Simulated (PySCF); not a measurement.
A structure optimised at PBE-D3(BJ)/def2-SVP, used in a PySCF frequency run:

```xyz
14

C     -0.6644    -2.8536     0.0000
C      0.7093    -2.7394     0.0000
O      1.0836    -1.4337     0.0000
C     -0.0606    -0.6888     0.0000
C      0.0759     0.7454     0.0000
N      1.1616     1.4864     0.0000
N      0.7282     2.8057     0.0000
C     -0.5727     2.7682     0.0000
O     -1.0718     1.4978     0.0000
C     -1.1715    -1.5173     0.0000
H     -1.2425    -3.7837     0.0000
H      1.5271    -3.4669     0.0000
H     -1.2856     3.5997     0.0000
H     -2.2172    -1.1931     0.0000
```
Charge 0, spin multiplicity 1.

Task: Write its SMILES, formula and point group.

Result: c1coc(-c2nnco2)c1, C6H4N2O2, Cs

Task: What are its rotational constants (standard atomic weights)?

Result: 4.7760, 0.88527, 0.74683 GHz
